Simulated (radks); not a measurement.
Pm, configuration [Kr] 4d10 4f5 5s1 5p6 6s2 6p1 (not the ground configuration).

All-electron calculation, Dirac Kohn-Sham, BLYP, spin-unpolarised, spherical densities, point nucleus; open shells fill j = l - 1/2 first. Program: a radial shooting solver on a logarithmic mesh with Libxc functionals.

Energy parts (eV):
part                      energy
total                 -272832.03
kinetic                295062.83
electron-nucleus      -667229.48
Hartree                105598.48
exchange-correlation    -6263.86

Orbitals (lengths in bohr, moments of r in powers of bohr; r(90%) holds 90 % of the orbital's charge):
| orbital | occ. | eigenvalue (eV) | <r> | r(90%) |
|---|---|---|---|---|
| 1s1/2 | 2 | -44993.24 | 0.02318 | 0.0418 |
| 2s1/2 | 2 | -7316.910 | 0.09844 | 0.153 |
| 2p1/2 | 2 | -6929.381 | 0.08244 | 0.136 |
| 2p3/2 | 4 | -6368.881 | 0.08896 | 0.144 |
| 3s1/2 | 2 | -1599.627 | 0.2601 | 0.382 |
| 3p1/2 | 2 | -1433.527 | 0.2498 | 0.375 |
| 3p3/2 | 4 | -1320.836 | 0.2624 | 0.393 |
| 3d3/2 | 4 | -1032.186 | 0.2339 | 0.366 |
| 3d5/2 | 6 | -1007.759 | 0.2378 | 0.371 |
| 4s1/2 | 2 | -322.6088 | 0.5931 | 0.853 |
| 4p1/2 | 2 | -259.4594 | 0.6084 | 0.886 |
| 4p3/2 | 4 | -234.8676 | 0.6370 | 0.927 |
| 4d3/2 | 4 | -131.0436 | 0.6829 | 1.03 |
| 4d5/2 | 6 | -126.6767 | 0.6931 | 1.04 |
| 4f5/2 | 5 | -8.0728 | 0.9949 | 1.73 |
| 4f7/2 | 0 | -7.5849 | 1.009 | 1.75 |
| 5s1/2 | 1 | -47.2045 | 1.423 | 2.05 |
| 5p1/2 | 2 | -29.9458 | 1.593 | 2.33 |
| 5p3/2 | 4 | -26.4615 | 1.680 | 2.45 |
| 6s1/2 | 2 | -4.9535 | 3.906 | 5.72 |
| 6p1/2 | 1 | -2.1023 | 5.084 | 7.61 |
| 6p3/2 | 0 | -1.8233 | 5.400 | 8.09 |

The highest occupied level is 6p1/2 at -2.102 eV. The configuration is held as typed, so some empty levels lie below it. The density falls to 0.001 e/bohr^3 at r = 5.59 bohr. Summed over all electrons, <r^2> = 101.9 bohr^2, which gives a Langevin (diamagnetic) susceptibility term of -80.7 x 10^-6 cm^3/mol.
